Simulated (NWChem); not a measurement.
Everything below was run with NWChem. System: hexafluorobutadiene (C₄F₆), charge 0, spin multiplicity 1, at a geometry optimised with B3LYP/def2-SVP. Level: G0W0@CAM-B3LYP/def2-SVP, RI basis def2-svp-rifit.

Job file:

```
start mol
memory heap 200 mb stack 700 mb global 1700 mb
geometry units angstroms nocenter noautoz
  F      1.214425    -2.270504     0.000000
  C     -0.034488    -1.870917     0.000000
  F     -0.882018    -2.873596     0.000000
  C     -0.432799    -0.585757     0.000000
  F     -1.750808    -0.342853     0.000000
  C      0.432799     0.585757     0.000000
  F      1.750808     0.342853     0.000000
  C      0.034488     1.870917     0.000000
  F     -1.214425     2.270504     0.000000
  F      0.882018     2.873596     0.000000
  symmetry group C2h
end
basis spherical
  * library def2-svp
end
basis "ri basis" bse spherical
  * library def2-svp-rifit
end
dft
  xc xcamb88 1.00 lyp 0.81 vwn_5 0.19 hfexch 1.00
  cam 0.33 cam_alpha 0.19 cam_beta 0.46
  direct
  iterations 100
  tolerances tight
end
task dft energy
gw
  states alpha occ 4 vir 2
end
task dft gw
```

Output (cleaned and shortened):

```
             Northwest Computational Chemistry Package (NWChem) 7.3.0
             --------------------------------------------------------

                                NWChem Input Module
                                -------------------

 Scaling coordinates for geometry "geometry" by  1.889725989
 (inverse scale =  0.529177249)

 Turning off AUTOSYM since
 SYMMETRY directive was detected!

                             Geometry "geometry" -> ""
                             -------------------------

 Output coordinates in angstroms (scale by  1.889725989 to convert to a.u.)

  No.       Tag          Charge          X              Y              Z
 ---- ---------------- ---------- -------------- -------------- --------------
    1 F                    9.0000     1.21442500    -2.27050400     0.00000000
    2 C                    6.0000    -0.03448800    -1.87091700     0.00000000
    3 F                    9.0000    -0.88201800    -2.87359600     0.00000000
    4 C                    6.0000    -0.43279900    -0.58575700     0.00000000
    5 F                    9.0000    -1.75080800    -0.34285300     0.00000000
    6 C                    6.0000     0.43279900     0.58575700     0.00000000
    7 F                    9.0000     1.75080800     0.34285300     0.00000000
    8 C                    6.0000     0.03448800     1.87091700     0.00000000
    9 F                    9.0000    -1.21442500     2.27050400     0.00000000
   10 F                    9.0000     0.88201800     2.87359600     0.00000000

 Effective nuclear repulsion energy (a.u.)     561.5713632371

            Nuclear Dipole moment (a.u.)
            ----------------------------
        X                 Y               Z
 ---------------- ---------------- ----------------
     0.0000000000     0.0000000000     0.0000000000

      Symmetry information
      --------------------

 Group name             C2h
 Group number             21
 Group order               4
 No. of unique centers     5

      Symmetry unique atoms

     1    2    3    4    5


 Summary of "ao basis" -> "" (spherical)
 ------------------------------------------------------------------------------
       Tag                 Description            Shells   Functions and Types
 ---------------- ------------------------------  ------  ---------------------
 *                          def2-svp                  on all atoms

 new library libraries.bse/

 Summary of "ri basis" -> "" (spherical)
 ------------------------------------------------------------------------------
       Tag                 Description            Shells   Functions and Types
 ---------------- ------------------------------  ------  ---------------------
 *                       def2-svp-rifit               on all atoms

                                 NWChem DFT Module
                                 -----------------

 Summary of "ao basis" -> "ao basis" (spherical)
 ------------------------------------------------------------------------------
       Tag                 Description            Shells   Functions and Types
 ---------------- ------------------------------  ------  ---------------------
 F                          def2-svp                 6       14   3s2p1d
 C                          def2-svp                 6       14   3s2p1d

 Summary of "ao basis" -> "ao basis" (spherical)
 ------------------------------------------------------------------------------
       Tag                 Description            Shells   Functions and Types
[...]
    20      0.336387   2 C  pz              104     -0.336387   8 C  pz
    48      0.274762   4 C  pz               76     -0.274762   6 C  pz
    51      0.202927   4 C  pz               79     -0.202927   6 C  pz
    23      0.181901   2 C  pz              107     -0.181901   8 C  pz
    34      0.179992   3 F  pz              132     -0.179992  10 F  pz

 Vector   40  Occ=0.000000D+00  E= 2.828850D-03  Symmetry=au
              MO Center=  9.5D-16, -1.1D-15, -4.4D-16, r^2= 4.1D+00
   Bfn.  Coefficient  Atom+Function         Bfn.  Coefficient  Atom+Function
  ----- ------------  ---------------      ----- ------------  ---------------
    20      0.443057   2 C  pz              104      0.443057   8 C  pz
    23      0.394567   2 C  pz              107      0.394567   8 C  pz
    51     -0.274398   4 C  pz               79     -0.274398   6 C  pz
    48     -0.259291   4 C  pz               76     -0.259291   6 C  pz
    34      0.160075   3 F  pz              132      0.160075  10 F  pz

 Vector   41  Occ=0.000000D+00  E= 7.592319D-02  Symmetry=bu
              MO Center=  1.2D-14,  4.0D-14, -8.5D-17, r^2= 3.4D+00
   Bfn.  Coefficient  Atom+Function         Bfn.  Coefficient  Atom+Function
  ----- ------------  ---------------      ----- ------------  ---------------
    59     -0.343387   5 F  s                87      0.343387   7 F  s
    49     -0.341345   4 C  px               77     -0.341345   6 C  px
    17      0.323086   2 C  s               101     -0.323086   8 C  s
    21     -0.311920   2 C  px              105     -0.311920   8 C  px
    46     -0.277161   4 C  px               74     -0.277161   6 C  px

 Vector   42  Occ=0.000000D+00  E= 1.324214D-01  Symmetry=bg
              MO Center=  1.2D-16,  5.7D-16, -1.3D-15, r^2= 3.2D+00
   Bfn.  Coefficient  Atom+Function         Bfn.  Coefficient  Atom+Function
  ----- ------------  ---------------      ----- ------------  ---------------
    51      0.598051   4 C  pz               79     -0.598051   6 C  pz
    48      0.452967   4 C  pz               76     -0.452967   6 C  pz
    23     -0.421387   2 C  pz              107      0.421387   8 C  pz
    20     -0.336780   2 C  pz              104      0.336780   8 C  pz
    62      0.146608   5 F  pz               90     -0.146608   7 F  pz

 center of mass
 --------------
 x =   0.00000000 y =  -0.00000000 z =   0.00000000

 moments of inertia (a.u.)
 ------------------
        2165.316077363314         -78.477119901567           0.000000000000
         -78.477119901567         737.765324309639           0.000000000000
           0.000000000000           0.000000000000        2903.081401672952

     Multipole analysis of the density
     ---------------------------------

     L   x y z        total         alpha         beta         nuclear
     -   - - -        -----         -----         ----         -------
     0   0 0 0      0.000000    -39.000000    -39.000000     78.000000

     1   1 0 0     -0.000000     -0.000000     -0.000000      0.000000
     1   0 1 0     -0.000000     -0.000000     -0.000000      0.000000
     1   0 0 1     -0.000000     -0.000000     -0.000000      0.000000

     2   2 0 0    -41.174292   -195.548009   -195.548009    349.921727
     2   1 1 0     -0.306542    -19.099633    -19.099633     37.892724
     2   1 0 1     -0.000000     -0.000000     -0.000000      0.000000
     2   0 2 0    -39.117060   -536.767434   -536.767434   1034.417809
     2   0 1 1     -0.000000     -0.000000     -0.000000      0.000000
     2   0 0 2    -36.440381    -18.220190    -18.220190      0.000000

 Task  times  cpu:       79.1s     wall:       79.1s

                                NWChem Input Module
                                -------------------

                                 NWChem GW Module
                                 ----------------

                             ***********************
                             ***        GW       ***
                             ***********************

 Summary of "ri basis" -> "ri basis" (spherical)
 ------------------------------------------------------------------------------
       Tag                 Description            Shells   Functions and Types
 ---------------- ------------------------------  ------  ---------------------
 F                       def2-svp-rifit             16       48   6s5p4d1f
 C                       def2-svp-rifit             16       48   6s5p4d1f

  int_init: cando_txs set to always be  F
  int_init: cando_txs set to always be  F

                 Memory Information
                 ------------------
          Available GA per process is          1699.9 MBs
          Available stack per process is        700.0 MBs
          Available heap per process is           0.0 MBs

          Peak memory in Initialization
              Peak GA per process is                 22.7 MBs
              Peak stack per process is               0.2 MBs
              Peak heap per process is               23.5 MBs
              Memory not in MA per process            0.0 MBs

          Peak memory in AFF Calculation
              Peak GA per process is                153.5 MBs
              Peak stack per process is             118.4 MBs
              Peak heap per process is                0.0 MBs
              Memory not in MA per process          118.4 MBs

          Computing 2-center integrals
          Computing Inverse Cholesky factor
          Computing 3-center integrals
          Computing V_xc ...

          Computing Sigma_x
          Computing RPA polarizability
          Solving quasiparticle equations

                  Alpha Orbitals
          State     Energy (eV)     Error (eV)
          -----------------------------------
@GW        36        -15.286           0.002
@GW        37        -13.888           0.002
@GW        38        -11.113           0.002
@GW        39         -8.801           0.005
@GW        40          1.843           0.004
@GW        41          4.028           0.004

   Applying  -0.6883 eV scissor-shift to rest of particle states

   Applying   1.7661 eV scissor-shift to rest of hole states

     GW Timing Statistics
   ------------------------
   Init.   :          0.0s
     ERIs  :          2.6s
     Distr.:          0.1s
     Vxc   :          5.6s
   Sigma_x :          0.0s
   RPA     :         21.3s
   Wmn     :          0.2s
   Sigma_c :          0.1s
   GW total:         30.0s

 Task  times  cpu:       30.0s     wall:       30.0s

 Total times  cpu:      109.1s     wall:      109.1s
```
